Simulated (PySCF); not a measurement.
Frontier levels across methods

Species: CH₇B₂O₂P.
Z-matrix (Å and degrees, PBE0-D3(BJ)/def2-SVP geometry), rows numbered from 1:
```
B 
O   1  1.3523
B   2  1.3845  1  129.65
P   3  1.9379  2  122.94  1    11.59
O   3  1.3440  2  119.03  1  -163.94
C   5  1.4101  3  124.07  2    -0.16
H   1  1.2092  2  117.70  3  -176.13
H   1  1.2130  2  120.39  3     4.25
H   4  1.4252  3   96.83  2    52.10
H   4  1.4240  3   95.35  2   148.36
H   6  1.1008  5  109.11  3  -113.39
H   6  1.0996  5  111.96  3     7.39
H   6  1.0997  5  108.77  3   128.57
```

Basis pcSseg-1 throughout (PySCF), one geometry. One conformer (not necessarily the lowest) at the PBE0-D3(BJ)/def2-SVP geometry, without solvent, vibrations or thermal averaging.

Question: How do the orbital energies, the gap and the dipole change with the method?

Answer: 
| method | kind | HOMO (eV) | LUMO (eV) | gap (eV) | μ (D) | SCF cycles |
| --- | --- | --- | --- | --- | --- | --- |
| BLYP | GGA | -5.97 | -1.93 | 4.04 | 1.94 | 15 |
| B97-D | GGA | -6.10 | -1.88 | 4.22 | 1.95 | 15 |
| PBE | GGA | -6.14 | -2.09 | 4.05 | 2.02 | 15 |
| OPBE | GGA | -6.15 | -1.93 | 4.21 | 2.04 | 16 |
| KT2 | GGA | -6.22 | -2.05 | 4.17 | 1.92 | 16 |
| KT3 | GGA | -6.22 | -1.98 | 4.25 | 1.86 | 16 |
| LDA | LDA | -6.24 | -2.38 | 3.86 | 2.07 | 15 |
| BP86 | GGA | -6.25 | -2.14 | 4.11 | 2.04 | 15 |
| B3LYP | global hybrid | -7.07 | -1.30 | 5.76 | 1.91 | 13 |
| B97-2 | global hybrid | -7.07 | -1.07 | 6.00 | 1.95 | 13 |
| PBE0 | global hybrid | -7.31 | -1.09 | 6.22 | 1.98 | 12 |
| mPW1PW91 | global hybrid | -7.34 | -1.08 | 6.26 | 1.96 | 12 |
| BHandHLYP | global hybrid | -8.33 | -0.02 | 8.31 | 1.86 | 12 |
| CAM-B3LYP | range-separated hybrid | -8.58 | 0.03 | 8.61 | 1.92 | 12 |
| wB97X-D | range-separated hybrid | -9.16 | 0.82 | 9.98 | 2.01 | 13 |
| HF | Hartree–Fock | -9.94 | 2.54 | 12.48 | 1.88 | 11 |
| LC-wPBE | range-separated hybrid | -9.95 | 1.23 | 11.19 | 2.05 | 12 |

The HOMO spans 3.98 eV, from BLYP down to LC-wPBE, and the gap runs from 3.86 eV (LDA) to 12.48 eV (HF). Over the methods BLYP (0 %), B97-D (0 %), PBE (0 %), OPBE (0 %), KT2 (0 %), KT3 (0 %), LDA (0 %), BP86 (0 %), B3LYP (20 %), B97-2 (21 %), PBE0 (25 %), mPW1PW91 (25 %), BHandHLYP (50 %), HF (100 %), a straight line through the gap against the share of exact exchange rises by 0.84 eV for each 10 % (correlation coefficient 0.999). The dipole ranges from 1.86 D (BHandHLYP) to 2.07 D (LDA). This basis has no diffuse functions.
